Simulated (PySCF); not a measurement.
Compound: C6H9N2 (doublet state).
Z-matrix (Å and degrees, GFN2-xTB geometry), rows numbered from 1:
```
N 
C   1  1.3888
C   2  1.3599  1  122.05
C   3  1.4095  2  121.83  1  -176.28
N   4  1.3928  3  120.22  2  -176.51
C   4  1.4072  3  118.96  2    -1.06
C   6  1.3551  4  121.80  3     1.21
C   7  1.4946  6  122.66  4     0.52
H   1  1.0092  2  115.09  3   -19.45
H   1  1.0092  2  115.38  3  -154.40
H   3  1.0826  2  119.49  1     4.09
H   5  1.0093  4  114.81  3   -26.98
H   5  1.0094  4  114.63  3  -160.49
H   6  1.0818  4  118.35  3  -178.49
H   7  1.0791  6  120.78  4  -179.92
H   8  1.1034  2  109.14  1    55.58
H   8  1.1040  2  109.66  1   -59.30
```

The hyperfine couplings belong to this conformer and change with its torsions.

Identity: `N[C]1C=C(N)C=CC1` [radical].

Computed with UKS B3LYP, pcH-1 on C H N, non-relativistic, mean-field spin-orbit, GIAO (PySCF 2.14.0). Geometry: GFN2-xTB; no solvent, vibrations or thermal averaging. A GFN2-xTB geometry isn't a minimum of the functional, and hyperfine couplings can be far from their values at a DFT geometry. No stability test was run, so a lower SCF solution isn't excluded. ⟨S²⟩ is 0.775 where a pure state has 0.75.

(1) The isotropic 14N couplings are +14.8, +6.8 MHz. Assign them to N1; N5.

Results:

(1) 
```csv
site,a_iso (MHz),ρ(0) (bohr⁻³),position,distance from C7 (Å),spin population,largest |T| (MHz)
N1,+6.8,+0.0210,1 bond from C2,3.75,+0.04,5.9
N5,+14.8,+0.0457,1 bond from C4,3.68,+0.10,13.3
```

ρ(0) is the spin density at the nucleus and T the dipolar tensor; entries for several nuclei are means. Largest spin populations (Mulliken): C7 (+0.44), C4 (+0.43), C2 (+0.28) and C6 (-0.16). Three atoms exceed +0.15. The positive populations add up to 1.41 and the negative ones to -0.41, together 2S = 1. Main spin sites, with 60 % or more of the largest population: C2, C4, C7; positions count bonds from the nearest.

Examples of negative spin density at the nucleus (bohr⁻³): C6 (-0.0294), C8 (-0.0274) and C3 (-0.0274).

Means are taken over nuclei equivalent by connectivity, which assumes that they swap fast. The 1H value of +4.9 MHz is a mean of couplings from 1.5 to 8.3 MHz in this one geometry, not an average over conformers.

The SMILES `N[C]1C=C(N)C=CC1` draws the unpaired electron on C2, whose computed spin population is only +0.28.

Hardware: one thread of an Arm Neoverse V1, no GPU, shared host with 32 logical CPUs at a one-minute load of 43. Cost: 84 s (grids of density and orbitals included), 0.96 GiB resident at most.
